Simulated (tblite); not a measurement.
Species: C7H12PSi (charge +1).
Geometry (GFN2-xTB, Å), atoms numbered from 1 in this order:
```
atom  x, y, z in Å
C1     3.2307    1.7739    0.5277
C2     2.8297    0.6496   -0.0600
C3     1.4522    0.2353   -0.0879
C4     0.8919   -0.8706   -0.6391
C5    -0.5571   -1.0027   -0.4939
C6    -1.2402   -2.1821   -1.0693
C7    -1.1796    0.0037    0.1826
Si8   -3.0371    0.2240    0.5944
P9     0.0904    1.1616    0.6555
H10    4.2621    2.0757    0.5439
H11    2.5232    2.4331    1.0161
H12    3.5328   -0.0100   -0.5480
H13    1.4615   -1.6233   -1.1602
H14   -0.8295   -3.0955   -0.6387
H15   -2.3102   -2.1523   -0.8882
H16   -1.0606   -2.2264   -2.1436
H17   -3.0726    1.4892    1.3315
H18   -3.4158   -0.9219    1.4147
H19   -3.7370    0.2921   -0.6842
H20    0.2230    1.3391    2.0130
H21   -0.0666    2.4244    0.1333
```

Computed values, GFN2-xTB/tblite, gas phase, harmonic and unscaled. Against measured fundamentals such values can be off by several per cent, at times by over 20. Modes of hydrogen on phosphorus and silicon can be 10 to 20 % off. One conformer, not necessarily the lowest.

Harmonic wavenumbers (cm⁻¹): 75.8, 88.4, 107.1, 109.6, 122.0, 180.4, 200.9, 231.2, 297.2, 303.0, 331.5, 471.1, 504.0, 516.1, 524.2, 551.8, 563.1, 565.9, 655.1, 662.4, 718.9, 719.8, 744.9, 749.2, 777.0, 849.9, 897.1, 919.7, 962.2, 984.5, 986.9, 1001.3, 1012.2, 1046.1, 1140.1, 1212.9, 1247.5, 1285.0, 1374.9, 1385.5, 1438.1, 1438.5, 1510.9, 1574.7, 1637.8, 2262.1, 2308.5, 2315.0, 2407.6, 2437.1, 3003.6, 3019.2, 3033.9, 3067.4, 3085.8, 3108.1, 3152.6.

A = 2196, B = 745.8, C = 565.4 MHz; mass 155.045 u (most abundant isotopes); point group Cs, symmetry number 1.

Q: What is the zero-point energy?

A: Half the sum of the wavenumbers: 33939 cm⁻¹ = 97.04 kcal/mol.

Q: What is S at 400 K and 1 bar for an ideal gas of classical rigid rotors and harmonic oscillators?

A: Translation 42.51, rotation 31.11, vibration 48.43: S = 122.0 cal/(mol K).

Q: And Cp and H(400 K) − H(0)?

A: Cp = 58.74 cal/(mol K), of which vibrations give 50.79 (their classical limit is 57 R = 113.3); H(400 K) − H(0) = 13.58 kcal/mol without the zero-point energy, 10.40 from vibrations.

Q: How do the functions run with temperature in this model?

A: 
```
 T (K)  S (cal/(mol K))  Cp (cal/(mol K))  H − H(0) (kcal/mol)  G − H(0) (kcal/mol)  ln q(vib)
   150             81.5              27.7                 2.60                -9.62       3.15
   250             98.7              41.1                 6.04               -18.64       6.36
298.15            106.5              47.2                 8.17               -23.59       7.94
   600            149.2              75.2                27.10               -62.43      17.69
   900            182.9              90.6                52.18              -112.44      26.58
```

q(vib) and H(0) count from the zero-point level.

Q: What must be added to the electronic energy to get the Gibbs energy at 400 K and 1 bar?

A: ZPE + [H(400 K) − H(0)] − T·S = 97.04 + 13.58 − 48.82 = 61.80 kcal/mol.

Hindered rotation and anharmonicity are outside this model. Other conformers, if any are populated, would add a mixing term that is left out.
